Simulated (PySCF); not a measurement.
Co(OH)3 (CoH₃O₃), SMILES [OH][Co]([OH])[OH] (connectivity only; charge and spin as stated), neutral, multiplicity 5.

The structure is a stationary point at PBE-D3(BJ)/def2-SVP. The spin state was assumed, not searched. Other conformers were not sampled.

Two levels are set side by side: PBE/def2-TZVPD (PySCF) and CAM-B3LYP/def2-TZVPD (PySCF). Same geometry, gas phase. Differences are taken from unrounded values.

| quantity | CAM-B3LYP |
|---|---|
| α-spin orbital gap (eV) | 10.08 |
| β-spin orbital gap (eV) | 8.00 |
| dipole moment (D) | 2.76 |
| mean polarisability (bohr³) | 51.6 |

Problem. What does PBE give, and how far is it from CAM-B3LYP? (Estimate from the structure and the level; the computed values follow.)

Solution. 
```tsv
quantity	PBE	PBE minus CAM-B3LYP
α-spin orbital gap (eV)	4.89	-5.19
β-spin orbital gap (eV)	1.31	-6.69
dipole moment (D)	2.54	-0.22
mean polarisability (bohr³)	55.1	3.5
```

PBE's more diffuse valence density responds more strongly to a field. Differences between two approximate levels are no errors against the true value.

Rough cost on one machine, each run with all the roots and properties that it gave: CAM-B3LYP against PBE within a factor of 2.
